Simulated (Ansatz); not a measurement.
Ideal-gas functions of C2H4FGa (`C=[CH][GaH][F]`) at 500 K and 1 bar, from an Ansatz frequency run at PBE0-D4/def2-TZVP.

Molar mass 116.78 g/mol, point group Cs (symmetry number 1), electronic degeneracy 1, moments of inertia 28.876, 186.208, 215.084 u Å². Harmonic wavenumbers (cm⁻¹, unscaled): 80, 117, 283, 413, 528, 572, 625, 675, 1008, 1015, 1056, 1276, 1439, 1655, 2017, 3120, 3158, 3200.

Use S(trans) = R[1.5 ln M + 2.5 ln T − 1.1517]; rotational temperatures θ = 24.2544 K / I; S(rot) = R[ln(√π/σ · √(T³/θAθBθC)) + 1.5]; for each mode x = 1.438777 ν̃/T, S = R[x/(eˣ − 1) − ln(1 − e⁻ˣ)] and H = RT x/(eˣ − 1); 1 cm⁻¹ = 0.0119627 kJ/mol; R = 8.31446 J/(mol·K).

By hand: the entropy, in J/(mol·K).

Translation 179.0. Rotation: θ = 0.84, 0.1303, 0.1128 K, giving 113.0. Vibration, mode by mode: 20.54, 17.41, 10.25, 7.35, 5.59, 5.05, 4.47, 3.99, 1.87, 1.84, 1.68, 1.01, 0.69, 0.41, 0.17, 0.01, 0.01, 0.01, in all 82.4. Electronic 0.0. Sum 374.4 J/(mol·K).

By hand: H − E and G − E in kJ/mol, counted from the electronic energy.

Zero-point energy ½ × 22237 × 0.0119627 = 133.0; thermal vibration 21.3; translation, rotation and pV give 4 RT = 16.6. H − E = 170.9 kJ/mol, and G − E = 170.9 − 500 × 374.4/1000 = -16.3 kJ/mol.

Vibration gives 22 % of the entropy, 38.0 J/(mol·K) of it from the modes under 150 cm⁻¹: soft modes count most, and the harmonic formula is weakest for them. The sum counts one conformer and one mirror image; others add a mixing term.
